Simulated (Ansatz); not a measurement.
Abridged output of a molecular run in Ansatz:

```
Functional definition: HF
  name "HF"
  cite "Fock, Z. Phys. 61, 126 (1930) doi:10.1007/BF01340294"
  parent pbe
  exchange = exact_x
  correlation = 0
these checks for a lower state are left out or cut short: cluster_reference
1362 factors; integrals over basis functions are off by at most 9.8e-4 eV
mean field evaluation 1: about -61114.9589 eV, gradient 3.2e1 eV
mean field evaluation 2: about -61114.9637 eV, gradient 3.2e1 eV
mean field evaluation 4: about -61119.5307 eV, gradient 3.4e0 eV
mean field evaluation 8: about -61119.6420 eV, gradient 1.9e-1 eV
mean field -61119.64308024 eV, -2246.1054548167 hartree, gradient 3.8e-6 eV, S^2 0.760990; 0 other end points of the search recorded, 0 dependent functions left out
12 core orbitals not correlated: weight in the atoms' cores, before any rotation towards them, 1.000 or more for the frozen orbitals, at most 0.000 for the correlated occupied ones
reference -61119.64308024 eV, -2246.1054548167 hartree; 18, 17 occupied and 195, 196 virtual orbitals, 1362 factors
second order -23.57003112 eV of doubles, -0.00000000 eV of singles
cycle   1  -23.47015793 eV  change    1.0e-1 eV  update   1.1e-1
cycle   2  -24.10802786 eV  change   -6.4e-1 eV  update   3.5e-2
cycle   3  -24.25442117 eV  change   -1.5e-1 eV  update   2.1e-2
cycle   4  -24.24524768 eV  change    9.2e-3 eV  update   7.5e-3
cycle   5  -24.24265498 eV  change    2.6e-3 eV  update   4.7e-3
cycle   6  -24.24462936 eV  change   -2.0e-3 eV  update   1.8e-3
cycle   7  -24.24447729 eV  change    1.5e-4 eV  update   7.8e-4
cycle   8  -24.24462080 eV  change   -1.4e-4 eV  update   2.6e-4
cycle   9  -24.24468092 eV  change   -6.0e-5 eV  update   1.2e-4
cycle  10  -24.24461630 eV  change    6.5e-5 eV  update   4.7e-5
cycle  11  -24.24463901 eV  change   -2.3e-5 eV  update   2.3e-5
perturbative correction -0.92510541 eV, -0.0339969968 hartree
Total energy: -61144.81282466 eV, -2247.0304258634 hartree
Checks for a lower state left out: cluster_reference
```

Its atoms:

Z-matrix (Å, degrees):
```
C
O 1 1.406
H 1 1.094 2 109.6
H 1 1.098 2 113.2 3 120.3
H 1 1.096 2 109.9 3 -119.1
Ge 2 1.784 1 120.7 3 -130.5
N 6 1.840 2 100.3 1 -156.3
H 6 1.573 2 107.8 1 -42.1
H 7 1.013 6 112.4 2 -33.5
H 7 1.011 6 115.6 2 -159.7
```

Task: Which basis set was used?
A. def2-SVP
B. def2-TZVPP
C. def2-QZVPP
D. def2-TZVPPD

Result: B. It gives 225 functions.

Task: Write the keys of the input that set method, charge and spin (a neutral closed shell needs none for the last two).

Result: 
```yaml
magnetization: {spin_polarized: true, initial_magnetization: 1}
correlation: {method: ccsd_t}
scf: {omitted_lower_state_checks: [cluster_reference]}
```
